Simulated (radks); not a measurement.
The nuclear charge of the oxygen ion O+ is varied continuously with 7 electrons held in [He] 2s2 2p3. Method: non-relativistic Kohn-Sham, PBEsol, spin-polarised, spherical densities, point nucleus; open shells are filled with parallel spins first; computed with a radial shooting solver on a logarithmic mesh with Libxc functionals. By the Hellmann-Feynman theorem dE/dZ = E(electron-nucleus)/Z, the electronic potential at the nucleus.

Z,E (hartree),E(electron-nucleus)/Z (hartree),HOMO,e(HOMO) (eV),<r> HOMO (bohr)
7.5,-63.88061,-19.9250,2p,-16.367,1.232
7.6,-65.88946,-20.2519,2p,-18.209,1.199
7.7,-67.93098,-20.5785,2p,-20.123,1.168
7.8,-70.00516,-20.9051,2p,-22.110,1.139
7.9,-72.11200,-21.2316,2p,-24.167,1.111
8,-74.25148,-21.5580,2p,-26.296,1.085
8.1,-76.42359,-21.8843,2p,-28.496,1.060
8.2,-78.62833,-22.2105,2p,-30.767,1.037
8.3,-80.86568,-22.5366,2p,-33.109,1.014
8.4,-83.13565,-22.8627,2p,-35.521,0.9925
8.5,-85.43823,-23.1888,2p,-38.003,0.9719
8.6,-87.77340,-23.5147,2p,-40.555,0.9522
8.7,-90.14117,-23.8407,2p,-43.178,0.9334
8.8,-92.54153,-24.1665,2p,-45.870,0.9153
8.9,-94.97448,-24.4924,2p,-48.632,0.8979
9,-97.44000,-24.8182,2p,-51.464,0.8813

The central difference of E at Z = 8 is -21.558 hartree, to compare with the third column; the second derivative is -3.26 hartree.
